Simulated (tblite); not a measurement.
Isomers of C2H8FPSi2. All values are computed: GFN2-xTB (tblite) harmonic vibrations without scaling, gas phase. This tight-binding method is rough: wavenumbers can miss measured ones by several per cent, in bad cases by 10 to 20. Modes of hydrogen on phosphorus and silicon can be 10 to 20 % off. One conformer each.

Electronic energies: GFN2-xTB at the same geometries; isomer energies are rough at this level and their order can be wrong.

```tsv
SMILES	electronic energy, lowest = 0 (kcal/mol)
F[Si@@H](P)/C=C/[SiH3]	7.4
C=C[SiH2]P[SiH2]F	0.0
F/C(=C/[SiH3])[SiH2]P	42.3
```

How do GFN2-xTB zero-point energies change the relative energies?

```
                SMILES  ZPE (kcal/mol)  of it from modes above 1550 cm⁻¹  electronic (kcal/mol)  with ZPE, lowest = 0 (kcal/mol)  lowest mode (cm⁻¹)  rings
     C=C[SiH2]P[SiH2]F            54.2                              31.7                    0.0                              0.0                  20      0
F[Si@@H](P)/C=C/[SiH3]            52.5                              30.5                    7.4                              5.7                  13      0
 F/C(=C/[SiH3])[SiH2]P            50.8                              29.4                   42.3                             38.9                  29      0
```

The zero-point energies span 3.4 kcal/mol, from `F/C(=C/[SiH3])[SiH2]P` to `C=C[SiH2]P[SiH2]F`. The order is unchanged.
